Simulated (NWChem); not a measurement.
## Which level was it?

The species is C2H2FSi (6 atoms), meant as a doublet with charge 0. As SMILES, `C#C[SiH]F`. The shape is that of a PBE0-D4/def2-TZVP optimisation.

```xyz
6

C     0.1181   -0.6800   -1.6057
C     0.1204   -0.2137   -0.4901
Si    0.3383    0.4667    1.1688
F    -0.4780   -0.4123    2.2268
H     0.1003   -1.0892   -2.5903
H    -0.1571    1.8644    1.2443
```

A calculation with NWChem 7.3.0 gave:

| Item | Value |
| --- | --- |
| total energy | -465.0118 Eh |
| dipole moment | 1.99 D |
| HOMO energy | -9.52 eV |
| LUMO energy | 1.01 eV |
| ⟨S²⟩ | 0.820 |
| largest force | 1.079 eV/Å |

Question: Which of these levels gave the numbers?
A. PBE0/def2-SVPD
B. HF/def2-SVPD
C. SVWN5/def2-SVPD
D. B3LYP/def2-SVPD

Answer: B. The others give -466.1580 Eh (PBE0/def2-SVPD), -466.4954 Eh (B3LYP/def2-SVPD), -463.9645 Eh (SVWN5/def2-SVPD).
